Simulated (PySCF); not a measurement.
Compound: (LiH)4 ring, Li4H4.
Hydrogens: H2, H8 on Li1; H2, H4 on Li3; H4, H6 on Li5; H6, H8 on Li7.

A linear-response calculation (PySCF, def2-SVPD basis, gas phase, vertical, core orbitals frozen in the response) gave these numbers; the functional is withheld.

Orbital energies (eV): HOMO-3 -8.73, HOMO-2 -8.26, HOMO-1 -8.25, HOMO -8.13, LUMO 0.08, LUMO+1 0.29, LUMO+2 0.57.

```
state  E (eV)       f           main configurations (H = HOMO, L = LUMO)
   S1    5.38  0.0000                                          H→L (85%)
   S2    5.60  0.0000                                   H-2/H-1→L (≥84%)
   S3    5.61  0.0000                                   H-2/H-1→L (≥83%)
   S4    5.64  0.0000  H→L+1 (68%), H-2/H-1→L+2 (≥9%), H-2/H-1→L+3 (≥9%)
   S5    5.83   0.139                    H-2/H-1→L+1 (≥55%), H→L+2 (22%)
   S6    5.83   0.140                    H-2/H-1→L+1 (≥55%), H→L+3 (22%)
```

Triplets (Tamm–Dancoff): T1 5.07 eV, H→L (76%); T2 5.20 eV, H-2/H-1→L (≥72%); T3 5.20 eV, H-2/H-1→L (≥72%); T4 5.37 eV, H→L+1 (61%), H-2/H-1→L+2 (≥10%), H-2/H-1→L+3 (≥9%).

Vertical ionisation energy by ΔSCF with the same functional: 8.97 eV. Mean static polarisability: 66.2 au.

Orbitals of the list HOMO-3 to LUMO+2 that lie within 0.01 eV of each other are written together with a slash and their weights summed (≥ marks a lower bound); for degenerate orbitals outside that list single weights are arbitrary.

Question: Name the functional.
A. HF
B. PBE0
C. PBE
D. CAM-B3LYP

Answer: D. CAM-B3LYP is range-separated, 19% exact exchange at short range and 65% at long range (ω = 0.33 bohr⁻¹). In this run −ε(HOMO) = 8.13 eV differs from the ΔSCF value by -0.84 eV, and S1 differs from the orbital gap of 8.21 eV by -2.84 eV. The ratio −ε(HOMO)/IP is 0.91. Small neutral molecules mostly give 0.85 to 0.93 with CAM-B3LYP, 0.5 to 0.7 with PBE, 0.7 to 0.83 with PBE0; with Hartree–Fock the ratio is 1 or more (Koopmans' value less the relaxation energy is the ΔSCF value).

Computed with TDDFT CAM-B3LYP/def2-SVPD, vertical, gas phase, core orbitals frozen in the response in PySCF. Isolated species at its PBE0-D3(BJ)/def2-SVP geometry, gas phase.

The run took 11 s of wall time on Arm Neoverse V2, one thread, on a shared host.
